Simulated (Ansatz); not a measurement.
Isolated molecules relaxed with PBE0-D4/def2-TZVP in Ansatz; ΔE leaves out vibrations. CCSD(T)/CBS adds triple-zeta CCSD(T) − MP2 to the extrapolated MP2 energy (def2 sets, frozen cores). For Ge outer-core shells are correlated without core-valence functions, which leaves a few kJ/mol of doubt a bond. Scalar relativity is left out up to krypton. Each species was taken in one conformer, which may not be the lowest.

Reaction (ligand exchange at a B–O bond): `BO[SiH2]S[SiH3]` + `O[SiH2][GeH3]` → `BO[SiH2][GeH3]` + `O[SiH2]S[SiH3]`

```tsv
species	HF/CBS(def2) energy (Eh)
`BO[SiH2]S[SiH3]`	-1079.27320
`O[SiH2][GeH3]`	-2442.80458
`BO[SiH2][GeH3]`	-2468.11461
`O[SiH2]S[SiH3]`	-1053.96496
```

Task: Work out ΔE.

Result: ΔE = (-2468.11461) + (-1053.96496) − (-1079.27320) − (-2442.80458) = -0.00179 Eh = -0.05 eV. CCSD(T)/CBS gives -0.06 eV.

Largest T1 diagnostic among the species: 0.013.
